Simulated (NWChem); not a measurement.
Molecule: Si2H5OF; SMILES F[SiH2]O[SiH3]

```xyz
9

Si    -0.2387     1.8833     0.0084
O      0.2673     0.3485     0.4013
Si     0.5000    -1.2163    -0.0230
F     -0.9295    -1.8960    -0.3673
H     -1.7156     1.9901     0.1814
H      0.1188     2.1924    -1.4088
H      0.4460     2.8442     0.9170
H      1.0842    -1.9397     1.1310
H      1.3323    -1.3046    -1.2511
```
Atoms are numbered in this order, from 1.

Program: NWChem. Pople sets run with spherical d functions. Structure relaxed at the PBE0/def2-SVP level. GIAO values for the isolated, static molecule; σ is the absolute isotropic shielding, δ = σ(reference) − σ with the isolated reference molecule computed at the same levels (19F: trichlorofluoromethane, 1H: tetramethylsilane, 17O: water, 29Si: tetramethylsilane).

```csv
level,δ Si1 (ppm),δ O2 (ppm),δ Si3 (ppm),δ F4 (ppm),δ H5 (rotor mean) (ppm),δ H8 (ppm),δ H9 (ppm)
B3LYP/6-311G**,-41.9,53.9,-33.0,-171.2,5.27,5.06,5.10
"LDA (Slater exchange, VWN5)/pcSseg-1",-32.1,66.3,-17.9,-170.6,5.56,5.39,5.48
Hartree-Fock/6-31G*,-27.5,18.2,-28.9,-102.3,5.04,4.91,4.97
```
